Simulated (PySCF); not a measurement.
Molfile (atoms numbered from 1):
```
C3H10O2SSi
     RDKit          3D

 17 16  0  0  0  0  0  0  0  0999 V2000
   -0.4441    2.3826    0.4391 C   0  0  0  0  0  0  0  0  0  0  0  0
   -0.4306    1.3072   -0.4614 O   0  0  0  0  0  0  0  0  0  0  0  0
    0.2735   -0.1382   -0.3677 Si  0  0  0  0  0  4  0  0  0  0  0  0
    1.7863    0.0380    0.1658 O   0  0  0  0  0  0  0  0  0  0  0  0
    2.7036   -0.9513    0.5415 C   0  0  0  0  0  0  0  0  0  0  0  0
   -0.7401   -1.4908    0.9638 S   0  0  0  0  0  0  0  0  0  0  0  0
   -2.4471   -1.2642    0.3738 C   0  0  0  0  0  0  0  0  0  0  0  0
    0.5712    2.6438    0.7389 H   0  0  0  0  0  0  0  0  0  0  0  0
   -1.0252    2.1339    1.3304 H   0  0  0  0  0  0  0  0  0  0  0  0
   -0.9046    3.2304   -0.0694 H   0  0  0  0  0  0  0  0  0  0  0  0
    0.1282   -0.5887   -1.7384 H   0  0  0  0  0  0  0  0  0  0  0  0
    2.2256   -1.7064    1.1678 H   0  0  0  0  0  0  0  0  0  0  0  0
    3.1176   -1.4343   -0.3458 H   0  0  0  0  0  0  0  0  0  0  0  0
    3.5054   -0.4662    1.0984 H   0  0  0  0  0  0  0  0  0  0  0  0
   -2.7149   -0.2145    0.4303 H   0  0  0  0  0  0  0  0  0  0  0  0
   -3.0874   -1.8525    1.0217 H   0  0  0  0  0  0  0  0  0  0  0  0
   -2.5244   -1.6168   -0.6493 H   0  0  0  0  0  0  0  0  0  0  0  0
  1  2  1  0
  2  3  1  0
  3  4  1  0
  4  5  1  0
  3  6  1  0
  6  7  1  0
  1  8  1  0
  1  9  1  0
  1 10  1  0
  3 11  1  0
  5 12  1  0
  5 13  1  0
  5 14  1  0
  7 15  1  0
  7 16  1  0
  7 17  1  0
M  END
```

Geometry: GFN2-xTB; GIAO shifts from PySCF, gas phase, non-relativistic, averaged over equivalent atoms.

At PBE0/pcSseg-1 (183 basis functions, of the order of 70 core-seconds):
```
                atoms  δ (ppm)
                C1/C5     51.8
                   C7     10.3
                O2/O4     28.5
                  Si3    -28.3
                  H11     5.01
H8/H9/H10/H12/H13/H14     3.83
          H15/H16/H17     2.00
```

δ = σ(ref) − σ, references computed at the same level: 13C (σ = 186.93 ppm) and 29Si (σ = 349.16 ppm) and 1H (σ = 31.72 ppm) vs TMS; H2O for 17O (σ = 336.08 ppm).

Problem. Estimate the result of repeating the calculation with KT2/aug-cc-pVDZ.

Solution. 
| atoms | δ at KT2/aug-cc-pVDZ | change |
| --- | --- | --- |
| C1/C5 | 48.9 | -2.9 |
| C7 | 11.8 | +1.5 |
| O2/O4 | 36.1 | +7.6 |
| Si3 | -18.8 | +9.5 |
| H11 | 5.97 | +0.96 |
| H8/H9/H10/H12/H13/H14 | 4.03 | +0.20 |
| H15/H16/H17 | 2.28 | +0.28 |

References, each an isolated molecule treated in the same way: 13C (σ = 195.94 ppm), 29Si (σ = 405.53 ppm), 1H (σ = 31.81 ppm) against TMS; 17O (σ = 334.09 ppm) against H2O.

The largest change is at Si3 (silicon bonded to 2 O, S, H). Cost: 259 basis functions, 60 s wall time on 1 thread of an Arm Neoverse V2, shared host.

Experimental scales use liquid or dissolved standards, which lie at an offset from isolated H2O (liquid H2O: subtract about 36 ppm).
